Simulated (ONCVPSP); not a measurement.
An all-electron radial function and its pseudo partner (In)

Columns: radius, all-electron u(r) and pseudo u(r) of the 4d shell (level -26.26 eV) of indium in the configuration [Ar] 3d10 4s2 4p6 4d10 5s2; LDA (Perdew-Wang 92), scalar-relativistic, ONCV scheme, ONCVPSP 4.0.1.

| r (bohr) | all-electron | pseudo |
| --- | --- | --- |
| 0.090 | -0.2288 | 0.0030 |
| 0.180 | -0.5007 | 0.0232 |
| 0.270 | -0.4380 | 0.0739 |
| 0.360 | -0.1560 | 0.1615 |
| 0.450 | 0.1837 | 0.2848 |
| 0.540 | 0.4870 | 0.4349 |
| 0.630 | 0.7173 | 0.5971 |
| 0.720 | 0.8698 | 0.7539 |
| 0.810 | 0.9549 | 0.8876 |
| 0.900 | 0.9880 | 0.9849 |
| 0.990 | 0.9836 | 1.0379 |
| 1.080 | 0.9540 | 1.0461 |
| 1.170 | 0.9084 | 1.0154 |
| 1.260 | 0.8537 | 0.9553 |
| 1.350 | 0.7944 | 0.8766 |
| 1.440 | 0.7339 | 0.7901 |
| 1.530 | 0.6741 | 0.7049 |
| 1.620 | 0.6166 | 0.6283 |
| 1.710 | 0.5620 | 0.5639 |
| 1.800 | 0.5108 | 0.5108 |
| 1.890 | 0.4633 | 0.4633 |
| 1.980 | 0.4195 | 0.4194 |
| 2.070 | 0.3792 | 0.3792 |
| 2.160 | 0.3423 | 0.3423 |
| 2.250 | 0.3087 | 0.3087 |
| 2.340 | 0.2781 | 0.2781 |

How many radial nodes do the two functions have?

The all-electron 4d function has n − l − 1 = 1; the pseudo-wave has 0, since the states of the same l below it are removed with the core.

At about which radius was the pseudo-wave matched?

1.80 bohr, where the columns begin to agree (steps of 0.09 bohr).

Is the pseudo-wave norm-conserving?

Yes: the ONCV scheme keeps the norm inside the radius equal to the all-electron one, which fixes the energy derivative of the logarithmic derivative at the level.
